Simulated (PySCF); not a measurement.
[WOCl5]2- (charge -2 and doublet state).
Bonds: W1–O2, W1–Cl3, W1–Cl4, W1–Cl5, W1–Cl6, W1–Cl7.

Method: PySCF 2.14.0, PBE0-D3(BJ)/def2-SVP geometry optimisation, gas phase, def2 core potentials past Kr.

Question: What internal coordinates does the optimisation give?

Answer: 
| bond | length (Å) |
| --- | --- |
| W1–O2 | 1.701 |
| W1–Cl3 | 2.540 |
| W1–Cl4 and 3 like bonds | 2.438 |

Bonds in one row agree within 0.01 Å and their mean is given. A selection of angles:
| angle | degrees |
| --- | --- |
| O2–W1–Cl3 | 179.8 |
| O2–W1–Cl4 | 93.7 |
| Cl3–W1–Cl4 | 86.5 |
| Cl3–W1–Cl6 | 86.5 |
| Cl4–W1–Cl5 | 172.9 |
| Cl4–W1–Cl6 | 89.7 |

W1 (tungsten bonded to 5 Cl and O) is octahedral (the three widest angles are 179.8°, 172.9° and 172.9°, the others run from 86.4° to 93.7°). The 5 Cl–W bonds span 2.438 Å (W1–Cl4) to 2.540 Å (W1–Cl3), a spread of 0.102 Å.

Point group: C4v (every atom within 0.08 Å of its image). Stationary, but not proved a minimum. ⟨S²⟩ = 0.758 (exact for a doublet: 0.75). Whether so highly charged an anion holds all its electrons in the gas phase wasn't checked; a finite basis holds them in any case. No counter-ion or solvent screens the charge of this multiply charged ion.

Caution for open-shell metal species: one SCF solution and one stationary point were followed, and a lower state or a bent or distorted shape isn't ruled out.
